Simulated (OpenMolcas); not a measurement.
Fe2+ among 3 point charges of -1.5 e arranged as a planar triangle (D3h), 1.92 Å from the ion.

* Program: OpenMolcas
* Method: CASSCF
* Basis: ANO-RCC-VTZP [6s5p3d2f1g]
* Scalar Hamiltonian: DKH2, point nucleus
* Active space: 6 electrons in 5 orbitals (3d)
* State averaging: 2S+1 = 5 even, 5 roots; 2S+1 = 3 even, 45 roots; 2S+1 = 1 even, 50 roots
* Spin-orbit coupling: state interaction with AMFI integrals over the reference wave functions

Q: What is the spin-free ground state (labels of D3, the rotations of D3h)?

A: 5A1, 1-fold in its orbital part, 100 % from free-ion D terms; it has the highest spin that d6 allows.

Q: Where is the first state of the same spin?

A: 5E at 2500 cm-1 above the ground state.

Q: What are the lowest two levels with spin-orbit coupling?

A: A 1-fold level A1, then a 2-fold level E 13.2 cm-1 above it. Their leading multiplicities are 5 (100 %) and 5 (100 %).

Q: What is χT at 300 K, and how does it compare with the textbook value?

A: The lowest level has 2S+1 = 5, for which the spin-only value is χT = S(S+1) / 2 = 3.000 cm3 K/mol (g = 2). The computed 3.617 at 300 K differs by +0.617, through orbital momentum, spin-orbit coupling and any other state in reach.

Without dynamic correlation the repulsion within the d shell is too large (B by tens of per cent), so at a given field states of lower spin stand too high. This is an electrostatic model: the charges have no orbitals. A group larger than the point group allows holds several states that coincide in this model. No measured value stands beside these numbers.
